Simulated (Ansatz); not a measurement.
Species: H$_{3}$BAsO, charge 0, doublet. H3BAsO (SMILES O[B][AsH2], doublet).
B3LYP-D3(BJ)/def2-TZVP minimum from Ansatz (an electronic-structure program):
```xyz
6

B     -1.1320     0.0380     0.7249
As     0.6441    -0.3165    -0.2487
H      1.4165    -0.5232     1.0426
H      1.0582     1.1552    -0.3687
O     -2.0314     0.9917     0.5057
H     -1.8198     1.6871    -0.1363
```
Charge 0, spin multiplicity 2.

Total energies in hartree (Ansatz). UHF or UKS for unpaired electrons; spin-orbit terms are left out. Correlated methods leave the cores frozen (noble-gas shells, and filled d and f shells in the p block). No relativity. For partners of very few electrons the exact lower level stands in for a higher one.

| species | HF/cc-pVTZ | CCSD(T)/cc-pVTZ | HF/cc-pVQZ | CCSD(T)/cc-pVQZ | CCSD(T)/cc-pVDZ | CCSDT(Q)/cc-pVDZ |
|---|---|---|---|---|---|---|
| 1: H3BAsO (SMILES O[B][AsH2], doublet) | -2335.55862 | -2336.06470 | -2335.56969 | -2336.10806 | -2335.85834 | -2335.86039 |
| 2: B (doublet) | -24.53207 | -24.59810 | -24.53297 | -24.60084 | -24.58941 | -24.58977 |
| 3: As (quartet) | -2234.23714 | -2234.32576 | -2234.23956 | -2234.33229 | -2234.23709 | -2234.23734 |
| 4: H (doublet) | -0.49981 | -0.49981 | -0.49995 | -0.49995 | -0.49928 | -0.49928 |
| 5: O (triplet) | -74.81176 | -74.97396 | -74.81729 | -74.99357 | -74.90995 | -74.91013 |

Task: Work out the atomisation energy (electronic, to ground-state atoms) in kcal/mol: take Hartree-Fock from cc-pVQZ, extrapolate the CCSD(T) correlation energy as X^-3 (X = 3, 4), and add CCSDT(Q) - CCSD(T) in cc-pVDZ. 1 hartree = 627.51 kcal/mol.

Result: 
Species 1: correlation (64·(-0.53837) - 27·(-0.50608))/37 = -0.56193; step -0.00205; E1 = -2335.56969 + (-0.56193) + (-0.00205) = -2336.13367
Species 2: correlation (64·(-0.06787) - 27·(-0.06603))/37 = -0.06921; step -0.00036; E2 = -24.53297 + (-0.06921) + (-0.00036) = -24.60254
Species 3: correlation (64·(-0.09273) - 27·(-0.08862))/37 = -0.09573; step -0.00025; E3 = -2234.23956 + (-0.09573) + (-0.00025) = -2234.33554
Species 4: correlation (64·(0.00000) - 27·(0.00000))/37 = 0.00000; step +0.00000; E4 = -0.49995 + (0.00000) + (+0.00000) = -0.49995
Species 5: correlation (64·(-0.17628) - 27·(-0.16220))/37 = -0.18655; step -0.00018; E5 = -74.81729 + (-0.18655) + (-0.00018) = -75.00402
-1·E1 +1·E2 +1·E3 +3·E4 +1·E5 = 0.69172 hartree = 434.1 kcal/mol.
